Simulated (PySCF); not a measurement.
VO2Cl, SMILES [O]=[V]([Cl])=[O], multiplicity 1. Atoms are numbered in the order given.

```xyz
4

V      0.4307    -0.2173     0.0000
O      1.2143     0.2291     1.2678
O      1.2143     0.2291    -1.2678
Cl    -1.7256     0.0783     0.0000
```

Geometry optimised at PBE0-D3(BJ)/def2-SVP. The multiplicity is an assumed one; other spin states were not compared.

These are PBE/def2-TZVPD (PySCF) values and carry that method's errors.

Symmetry labels are those of the subgroup Cs that the program uses (full group Cs).

Computed valence orbital energies around the gap with their symmetry:
```csv
orbital,symmetry,energy (eV)
HOMO−7,A",-10.32
HOMO−6,A",-9.99
HOMO−5,A',-9.90
HOMO−4,A',-9.38
HOMO−3,A',-9.01
HOMO−2,A',-8.36
HOMO−1,A",-8.20
HOMO,A",-7.65
LUMO,A',-5.21
LUMO+1,A',-4.49
LUMO+2,A",-3.50
LUMO+3,A',-2.20
```
